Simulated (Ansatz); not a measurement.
C$_{6}$H$_{3}$ClTi (`C#[C][Ti]([Cl])([C]#C)[C]#C`), 11 atoms. Charge 0, multiplicity 1. Correlated methods include outer-core shells of Ti, which these sets cover unevenly. Scalar relativity is left out up to krypton. All runs use 4 threads of an Arm Neoverse V2 on a shared host. Correlated methods freeze the cores.

Q: Give the basis size and wall time and peak host memory of each of these runs in Ansatz. RHF-CCSD(T)/def2-SVP energy; RKS PBE0-D4/def2-QZVPP energy; RKS PBE0-D4/def2-SVP energy; RKS ωB97M-V/def2-SVP energy; RKS ωB97M-V/def2-QZVPP energy; RHF-MP2/def2-QZVPP energy; RKS B3LYP-D4/def2-TZVPP energy and forces; direct RPA on PBE orbitals/def2-TZVPP energy; RKS SPW92 (LDA)/def2-TZVPP energy; RKS PBE-QIDH (frozen core)/def2-TZVPP energy; RKS PBE0-D4/def2-TZVP relaxation (3 steps); RKS PBE0-D4/def2-TZVP frequencies. (An estimate is asked.)

A: Ansatz gave: Other jobs shared the machine, so times are rough.

```json
{"level": "RKS PBE0-D4/def2-SVP", "job": "energy", "functions": "148", "wall time": "2.8 s", "peak host memory (GiB)": "0.66"}
{"level": "RKS SPW92 (LDA)/def2-TZVPP", "job": "energy", "functions": "334", "wall time": "3.2 s", "peak host memory (GiB)": "0.58"}
{"level": "RKS ωB97M-V/def2-SVP", "job": "energy", "functions": "148", "wall time": "13 s", "peak host memory (GiB)": "0.66"}
{"level": "RKS B3LYP-D4/def2-TZVPP", "job": "energy and forces", "functions": "334", "wall time": "15 s", "peak host memory (GiB)": "1.5"}
{"level": "RKS PBE-QIDH (frozen core)/def2-TZVPP", "job": "energy", "functions": "334", "wall time": "19 s", "peak host memory (GiB)": "1.2"}
{"level": "direct RPA on PBE orbitals/def2-TZVPP", "job": "energy", "functions": "334", "wall time": "22 s", "peak host memory (GiB)": "1.2"}
{"level": "RKS PBE0-D4/def2-QZVPP", "job": "energy", "functions": "595", "wall time": "22 s", "peak host memory (GiB)": "3.1"}
{"level": "RKS PBE0-D4/def2-TZVP", "job": "relaxation (3 steps)", "functions": "286", "wall time": "42 s", "peak host memory (GiB)": "1.1"}
{"level": "RHF-CCSD(T)/def2-SVP", "job": "energy", "functions": "148", "wall time": "47 s", "peak host memory (GiB)": "1.3"}
{"level": "RKS ωB97M-V/def2-QZVPP", "job": "energy", "functions": "595", "wall time": "52 s", "peak host memory (GiB)": "3.3"}
{"level": "RHF-MP2/def2-QZVPP", "job": "energy", "functions": "595", "wall time": "82 s", "peak host memory (GiB)": "4.8"}
{"level": "RKS PBE0-D4/def2-TZVP", "job": "frequencies", "functions": "286", "wall time": "8.6 min", "peak host memory (GiB)": "1.3"}
```

B3LYP here is the variant with VWN-RPA as its local correlation; programs differ in this.
